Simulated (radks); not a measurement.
Ce40+, 18 electrons, occupied as [Ar]. Calculated with a radial shooting solver on a logarithmic mesh with Libxc functionals: non-relativistic Kohn-Sham, LB94 model potential, spin-polarised, spherical densities, point nucleus; relativity is left out, which matters for an element this heavy.

Unscreened Slater integrals over Kohn-Sham orbitals (cm^-1). They are taken over the spin-up orbitals.

integral,value
"F0(3p,3p)",769880
"F2(3p,3p)",388200
"F0(3p,3s)",748230
"G1(3p,3s)",479050
"F0(3p,2p)",1016800
"F2(3p,2p)",259380
"G0(3p,2p)",101100
"G2(3p,2p)",112230
"F0(3p,2s)",981950
"G1(3p,2s)",82057
"F0(3s,3s)",730720
"F0(3s,2p)",958050
"G1(3s,2p)",97399
"F0(3s,2s)",934180
"G0(3s,2s)",77101
"F0(2p,2p)",2123800
"F2(2p,2p)",1017400
"F0(2p,2s)",1918200
"G1(2p,2s)",1071600
"F0(2s,2s)",1790700
